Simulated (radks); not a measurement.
The numbers below are computed, except where a source is named.
All-electron atom: Ge15+ in [Ne] 3s2 3p5 (the NIST ground configuration). Level of theory: Dirac Kohn-Sham, PBE, spin-unpolarised, spherical densities, point nucleus; open shells fill j = l - 1/2 first (a radial shooting solver on a logarithmic mesh with Libxc functionals).

Normalised radial functions P(r) = r R(r) (large component), r in bohr:

```
   r/bohr * 3d5/2 (the largest magnitude, 1.45, reaches the edge; | marks zero)
 0.001967 *
 0.002753 *
 0.003852 *
 0.005348 *
 0.007483 *
  0.01047 *
  0.01465 *
   0.0205 *
  0.02869 *
  0.04015 |*
  0.05574 | *
  0.07799 |    *
   0.1091 |          *
   0.1527 |                    *
   0.2137 |                                  *
   0.2991 |                                                *
   0.4185 |                                                      *
   0.5809 |                                              *
   0.8129 |                          *
    1.138 |        *
    1.592 |*
```

3d5/2 (empty): eigenvalue -470.00 eV, 0 radial nodes, <r> = 0.502 bohr, 90 % of the charge inside 0.775 bohr.
